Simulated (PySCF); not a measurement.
Computed with PySCF and rigid-rotor harmonic-oscillator thermochemistry at 1 bar. Table values come from the NASA 1993 polynomials. S°(298 K) at PBE0/def2-TZVP differs from the NASA 1993 table for (HBO2)3 (+10 J/mol/K); whether the harmonic model or the table's entry is off was not settled. All species are closed-shell singlets. The harmonic model lacks anharmonicity and excited electronic states, which grow with temperature; levels with a mode under 35 cm⁻¹ are left out. Internal rotation in (HBO2)3 is treated as a harmonic vibration of one conformer, which makes the entropy rough. The table's entry may be an old estimate for (HBO2)3 (not checked at source).

Harmonic frequencies at PBE/def2-SVP (cm⁻¹): 112, 114, 122, 294, 294, 443, 443, 494, 532, 532, 539, 571, 648, 648, 712, 778, 898, 898, 1025, 1026, 1030, 1232, 1390, 1390, 1453, 1453, 1492, 3755, 3755, 3756. Point group C3h; S°(298 K) = 360.9 J/mol/K at this level.

Q: Work out Cp and S° of gaseous (HBO2)3 at 500, 800, 1200, 1600, 2000 K from these, and set them beside the table.

A: 
```json
[
 {"T (K)": "500", "Cp PBE/def2-SVP": "184.0", "Cp table": "191.6", "S° PBE/def2-SVP": "443.0", "S° table": "432.9"},
 {"T (K)": "800", "Cp PBE/def2-SVP": "221.7", "Cp table": "228.0", "S° PBE/def2-SVP": "538.8", "S° table": "532.3"},
 {"T (K)": "1200", "Cp PBE/def2-SVP": "244.9", "Cp table": "248.7", "S° PBE/def2-SVP": "633.7", "S° table": "629.2"},
 {"T (K)": "1600", "Cp PBE/def2-SVP": "257.3", "Cp table": "260.3", "S° PBE/def2-SVP": "706.0", "S° table": "702.5"},
 {"T (K)": "2000", "Cp PBE/def2-SVP": "264.7", "Cp table": "267.5", "S° PBE/def2-SVP": "764.3", "S° table": "761.4"}
]
```
Units J/mol/K.
